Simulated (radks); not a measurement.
Task: The strontium ion Sr+, 37 electrons, occupied as [Kr] 5s1. All-electron calculation, non-relativistic Kohn-Sham, PBE, spin-unpolarised, spherical densities, point nucleus; relativity is left out, which matters for an element this heavy. Program: a radial shooting solver on a logarithmic mesh with Libxc functionals. Some entries of the table are withheld. Estimate them.

orbital,occ.,eigenvalue (eV),<r> (bohr)
1s,2,-15618.38,0.04018
2s,2,-2090.410,0.1770
2p,6,-1905.059,0.1523
3s,2,(1),0.5034
3p,6,-259.8232,0.5033
3d,10,-137.0848,0.4968
4s,2,-45.8385,1.382
4p,6,-29.1462,1.568
5s,1,(2),3.957

Result: 
(1) 3s eigenvalue (eV): -327.6549
(2) 5s eigenvalue (eV): -8.2249
